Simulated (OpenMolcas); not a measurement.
# Ir+: effect of the active space

* Program: OpenMolcas 26.06
* Method: MS-CASPT2 or its RAS form, IPEA 0.25 Eh, imaginary shift 0.1 Eh
* Basis: ANO-RCC-VTZP
* Scalar Hamiltonian: DKH2, point nucleus
* Spin-orbit coupling: state interaction with AMFI integrals over the reference wave functions, term energies averaged over their components

A. 8 electrons in 6 orbitals (5d 6s); 2S+1 = 5 even, 15 roots; 2S+1 = 3 even, 75 roots; 2S+1 = 1 even, 49 roots; closed shells correlated: 5s 5p; CASPT2 step about 50 core-seconds
B. 8 electrons in 9 orbitals (RAS2 5d 6s; RAS3 6p, at most 2 electrons); 2S+1 = 5 even, 15 roots; 2S+1 = 3 even, 90 roots kept (CI in the orbitals of an earlier block); 2S+1 = 1 even, 78 roots kept (CI in the orbitals of an earlier block, 77 in the spin-orbit step); 2S+1 = 5 odd, 22 roots; 2S+1 = 7 odd, 15 roots kept (CI in the orbitals of an earlier block, 5 in the spin-orbit step); 2S+1 = 3 odd, 16 roots kept (CI in the orbitals of an earlier block, 9 in the spin-orbit step); 2S+1 = 1 odd, 9 roots kept (CI in the orbitals of an earlier block, 0 in the spin-orbit step); closed shells correlated: 5s 5p; CASPT2 step of the order of 6 core-minutes

Energies in eV above 5d7 6s 5F5, the measured ground level; measured values from NIST Handbook of Basic Atomic Spectroscopic Data.

| Level | A | B | Measured |
| --- | --- | --- | --- |
| 5d7 6s 5F5 | 0.0000 | 0.0000 | 0.0000 |
| 5d7 6s 3P2(1) [65 %] | 0.524 | 0.535 |  |
| 5d7 6s 5F3 | 1.101 | 1.082 | 1.0151 |
| 5d8 3F3 | 1.531 | 1.508 | 1.2309 |
| 5d7 6s 5P3 | 1.757 | 1.750 | 1.5764 |
| 5d7 6s 3P0(1) | 1.830 | 1.862 |  |
| 5d6 6s2 5D4 [64 %] | 2.175 | 2.073 | 2.1338 |
| 5d7 6s 3F3(1) [63 %] | 2.181 | 2.229 |  |
| 5d7 6s 3G5 [68 %] | 2.236 | 2.296 | 2.1670 |
| 5d6 6s2 5D3 | 2.771 | 2.759 |  |
| 5d7 6s 3H6 | 2.879 | 2.932 |  |
| 5d7 6s 3G3 | 2.958 | 3.009 |  |
| 5d7 6s 3P0(2) [50 %] | 3.073 | 2.963 |  |
| 5d7 6s 3H5 [65 %] | 3.175 | 3.230 |  |
| 5d7 6s 3D3 [66 %] | 3.351 | 3.346 |  |
| 5d7 6s 1H5 [53 %] | 4.082 | 4.166 |  |
| 5d7 6s 3F3(2) | 4.182 | 4.284 |  |
| 5d8 3P1 [74 %] | 4.243 | 4.164 |  |

Deviations, from unrounded energies. A percentage is the sum of absolute deviations over the sum of measured energies, with the sign that they share, or ± where signs differ.

```tsv
Against measurement	Levels	A	B
mean absolute deviation (cm-1)	5	1100	1100
fine structure of the ground term (%)	1	+8.5	+6.6
other terms of the ground configuration (%)	2	+6.7	+8.1
other configurations (%)	2	+10.2	±10.1
```

A, B lie about equally close to measurement. The largest miss of A in the table is 5d8 3F3, by +2400 cm-1. The ranking rests on the paired levels alone, and a cruder setting can come out closer through cancelling errors.

The spin-orbit steps hold different terms of 5d7 6s (A lacks a 1D), which shifts levels as well.

The two smallest mean deviations differ by little beside CASPT2's spread within terms, so their order carries little weight.

Between A and B the level of the table that moves most is 5d7 6s 3P0(2) [50 %], by 880 cm-1 (lowest in B, highest in A). Moves below CASPT2's spread within the term are not significant.

Term energies are means over components that CASPT2 splits; among the terms shown or strongly mixed into the levels shown the widest spread is 1300 cm-1 (5d7 6s 5F, B). Configurations are named by rounded mean occupations; where the s occupation lies near a half they are strongly mixed, a name can repeat and a true partner stay unpaired. A single d shell beside an s shell can misplace configurations of different d count against each other. Blocks of more than 70 roots (2S+1 = 3 even) ran without multistate coupling (holds for A). The CASPT2 spread within a term exceeds the gap to the next term for 5d7 6s 3F(1) and 5d7 6s 1G(1), 5d8 3P and 5d7 6s 1H, so the order of their levels is uncertain, and so are names and mixing where such terms share a J (holds for A). Blocks of more than 70 roots (2S+1 = 3 even, 1 even) ran without multistate coupling (holds for B). Some high roots are left out of the spin-orbit mixing, which shifts the levels that they would mix with (holds for B). Some levels mix across a computed gap that differs much from the measured one, so their mixing is not that of the real levels (holds for B). Terms from blocks run as CI alone lack orbitals of their own (holds for B). Measured partners are found by configuration, term and J. A level has none where our copy of the source lacks it or the pairing is in doubt (some pairs that miss far off the trend of their configuration count as doubtful), and it then counts in no deviation. Only configurations of the active space appear. The table leaves out levels that lie high or whose names do not pair safely across all columns.

A share in square brackets marks a mixed level and gives the weight of the term that names it, the lowest over the columns. A number in round brackets counts repeated terms of one configuration in the order of the reference energies.
